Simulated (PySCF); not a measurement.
Job file and geometry (Å, from GFN2-xTB) of an NMR shielding run on SMILES C1C[C@@H](C2CC2)[SiH2]1, C₆H₁₂Si, GIAO PBE0/pcSseg-1 NMR shielding, non-relativistic, gas phase (PySCF); density fitting, a coarse starting grid and PySCF grid level 2 are the driver's defaults:

```
$ OMP_NUM_THREADS=1 python probes_run.py task.json out

{"job": {"kind": "nmr", "xc": "PBE0", "basis": "pcSseg-1"}, "charge": 0, "multiplicity": 1}
C     -2.288561     0.546593    -0.158288
C     -1.081027     0.876023    -1.056986
C     -0.202807    -0.366904    -0.779288
C      1.271441    -0.090505    -0.670649
C      1.842489     0.579480     0.541289
C      2.131105    -0.867234     0.278631
Si    -1.298088    -0.823774     0.731431
H     -3.132674     0.172565    -0.734819
H     -2.645069     1.392862     0.423969
H     -0.573718     1.775132    -0.707596
H     -1.333502     1.016374    -2.108390
H     -0.347908    -1.101739    -1.578501
H      1.728118     0.179496    -1.619072
H      2.640317     1.294914     0.407241
H      1.174305     0.824950     1.352133
H      3.127264    -1.147868    -0.029104
H      1.645470    -1.599845     0.906159
H     -0.816432    -0.472251     2.067604
H     -1.850527    -2.179019     0.741939
```

Q: Write the output of this run.

A: 
```
coarse grid: 15584 points
cycle   1  E = -524.7435434216  dE =  8.571e-01  |g| = 4.556e-01  |ddm| = 3.840e+00
cycle   2  E = -524.7104798364  dE =  3.306e-02  |g| = 5.803e-01  |ddm| = 1.021e+00
cycle   3  E = -524.8016672108  dE = -9.119e-02  |g| = 4.924e-02  |ddm| = 6.470e-01
cycle   4  E = -524.8020990601  dE = -4.318e-04  |g| = 2.801e-02  |ddm| = 7.917e-02
cycle   5  E = -524.8022885006  dE = -1.894e-04  |g| = 4.960e-03  |ddm| = 2.893e-02
cycle   6  E = -524.8022938476  dE = -5.347e-06  |g| = 1.087e-03  |ddm| = 5.632e-03
final grid: 143640 points
cycle   7  E = -524.8456110816  dE = -4.267e-05  |g| = 9.089e-03  |ddm| = 3.335e-02
cycle   8  E = -524.8455976486  dE =  1.343e-05  |g| = 1.157e-02  |ddm| = 1.966e-02
cycle   9  E = -524.8456328324  dE = -3.518e-05  |g| = 7.376e-04  |ddm| = 1.156e-02
cycle  10  E = -524.8456329480  dE = -1.156e-07  |g| = 2.925e-04  |ddm| = 1.056e-03
cycle  11  E = -524.8456329689  dE = -2.086e-08  |g| = 4.268e-05  |ddm| = 2.862e-04
cycle  12  E = -524.8456329692  dE = -3.570e-10  |g| = 1.471e-05  |ddm| = 6.020e-05
converged SCF energy = -524.8456329692

GIAO shielding tensors (ppm)
atom      isotropic    diamagn.    paramagn.     s11        s22        s33       span
  0 C      181.897     253.983     -72.086    165.438    178.853    201.400     35.962
  1 C      155.788     250.427     -94.639    137.250    150.983    179.131     41.882
  2 C      151.225     249.866     -98.640    120.693    160.055    172.928     52.235
  3 C      171.113     246.194     -75.081    133.370    164.604    215.364     81.994
  4 C      183.035     251.871     -68.836    153.178    177.263    218.663     65.485
  5 C      179.985     254.353     -74.367    151.974    175.798    212.183     60.209
  6 Si     389.593     880.032    -490.439    353.198    378.457    437.123     83.925
  7 H       30.329      30.147       0.182     26.622     27.397     36.969     10.347
  8 H       30.618      30.204       0.414     26.215     27.450     38.190     11.975
  9 H       29.553      32.647      -3.094     25.834     30.276     32.551      6.717
 10 H       29.118      31.350      -2.232     24.688     27.263     35.404     10.716
 11 H       28.884      32.132      -3.248     24.603     29.213     32.837      8.234
 12 H       30.792      31.401      -0.609     23.439     28.555     40.382     16.943
 13 H       31.348      30.513       0.835     25.354     26.677     42.014     16.659
 14 H       31.502      32.118      -0.617     25.457     29.785     39.263     13.806
 15 H       31.205      30.331       0.875     25.192     26.504     41.920     16.729
 16 H       32.001      31.989       0.012     25.529     30.972     39.503     13.974
 17 H       27.306      29.723      -2.417     24.078     27.032     30.806      6.728
 18 H       27.207      29.607      -2.401     23.893     24.737     32.990      9.097
```

Q: Turn these shieldings into chemical shifts. References, each an isolated molecule treated in the same way: 13C (σref 186.93), 29Si (σref 349.16), 1H (σref 31.72) against TMS.

A: Averaging equivalent atoms: C 2: 35.7; C 1: 31.1; C 3: 15.8; C 5: 6.9; C 0: 5.0; C 4: 3.9; Si 6: -40.4; H 18: 4.51; H 17: 4.41; H 11: 2.83; H 10: 2.60; H 9: 2.16; H 7: 1.39; H 8: 1.10; H 12: 0.93; H 15: 0.51; H 13: 0.37; H 14: 0.22; H 16: -0.28 ppm. 

Size and cost of the density-fitted run: 186 basis functions, 34 s wall time on 1 thread of an Arm Neoverse V1, shared host; peak memory 0.89 GiB.
